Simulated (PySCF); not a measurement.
## Unknown compound

The spectra below were simulated for a compound C9H9FO2.

¹H NMR (300 MHz, computed): δ 8.36 (dd, J = 9.8, 5.1 Hz, 2H), 7.18 (dd, J = 9.8, 8.7 Hz, 2H), 4.12 (q, J = 8.2 Hz, 2H), 1.46 (t, J = 8.2 Hz, 3H).

¹³C{¹H} NMR (computed): δ 173.6 (d, J = 323.2 Hz), 168.3, 138.8 (d, J = 7.0 Hz), 129.3, 120.0 (d, J = 19.5 Hz), 61.7, 15.3.

Gas phase, non-relativistic, one conformer, averaged over atoms made equivalent by symmetry, fast rotation or ring inversion. Couplings computed with B3LYP/pcJ-1 (spin–dipole term only in couplings to heteroatoms); coordinates at the PBE0-D3(BJ)/def2-SVP level; PBE0/pcSseg-1 with gauge-including orbitals; PySCF 2.14.0 with density-fitted response routines.

Scale: TMS for ¹H, ¹³C (reference shieldings calculated alike).

Deduce the structure.

Answers


1. Rings plus π bonds: 5 (1 ring in the answer).
2. 7 carbon signals for 9 carbons: some carbons are equivalent by symmetry or fast rotation.
3. Carbon types of the structure: 3 × C, 4 × CH, 1 × CH2, 1 × CH3, which accounts for all hydrogens.
4. δC 173.6: aromatic carbon bearing fluorine; an ipso carbon deshielded by its heteroatom.
5. δC 168.3: ester carbonyl carbon; it is a carbonyl in resonance with an O or N lone pair, the region of acids, esters and amides.
6. δC 138.8, 120.0: aromatic CH.
7. δC 129.3: substituted aromatic carbon.
8. δC 61.7: sp3 CH2 bonded to O; pulled downfield by the heteroatom.
9. δH 8.36, 7.18: hydrogen on an aromatic CH.
10. δH 4.12: hydrogen on an sp3 CH2 bonded to O; its carbon carries O, an electronegative neighbour.
11. The protons at 8.36 and 7.18 share a coupling of 9.8 Hz (vicinal, an ortho-type coupling).
12. The protons at 1.46 and 4.12 share a coupling of 8.2 Hz (vicinal).

These data were computed for SMILES CCOC(=O)c1ccc(F)cc1.

The shifts were computed for this structure.

C–F couplings over four or more bonds (about 3 Hz to the para carbon of a fluoroarene) are left out. Common functionals overestimate the size of one-bond C–F couplings by tens of Hz; these are unscaled. Multiplet labels drop couplings under 1 Hz and merge nearly equal ones. Couplings among chemically equivalent protons are left out too, so labels in AA′BB′ or AA′XX′ sets are apparent multiplicities. Unscaled 3J(H,H) at this level run about 10 % above measured values. Shifts are as computed. Against solution values, carbons near 30 ppm lie about +2 ppm off and those near 130 ppm about +5 ppm (rms about the fit 1.9 ppm; single classes can miss by 10 ppm). Of 1328 compounds with measured shifts, 309 miss one by over three times the rms of a fit or turn the order of signals round; such compounds aren't used in these exercises. Signals without a measured value on file couldn't be tested in this way; 1H shifts scatter by 0.2 ppm about their fit, and single ones miss by 0.5 ppm.
